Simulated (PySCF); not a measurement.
AlFH₄O₂Si. Atoms are numbered in the order given.

```xyz
9

Al    -0.0157     0.8009     0.5953
F      0.8820     2.1799     0.3034
O     -1.0328     0.6965     1.9586
H     -1.1079     1.4335     2.5847
O      0.0955    -0.4967    -0.4798
Si     0.0532    -1.8695    -1.4121
H     -1.0512    -2.7857    -0.9570
H      1.3642    -2.6009    -1.3059
H     -0.1856    -1.5033    -2.8520
```

Coordinates come from a PBE-D3(BJ)/def2-SVP optimisation. The structure was generated by enumeration; whether it is a known compound was not checked. One conformer was computed; it need not be the lowest.

Computed with M06-2X/def2-TZVP run with PySCF.

ESP charges are fitted to the potential on shells at 1.4 to 2.0 van der Waals radii. Atomic charges (e):

| atom | Mulliken | ESP fit |
|---|---|---|
| Al1 | 0.78 | 1.23 |
| F2 | [?] | -0.49 |
| O3 | [?] | -0.82 |
| H4 | 0.34 | 0.42 |
| O5 | -0.39 | -0.47 |
| Si6 | [?] | 0.30 |
| H7 | -0.03 | -0.05 |
| H8 | -0.03 | -0.06 |
| H9 | -0.03 | -0.06 |

Complete the blanks. (An estimate is asked for; the answer gives what the named calculation found.)


- F2, Mulliken: -0.37
- O3, Mulliken: -0.57
- Si6, Mulliken: 0.30
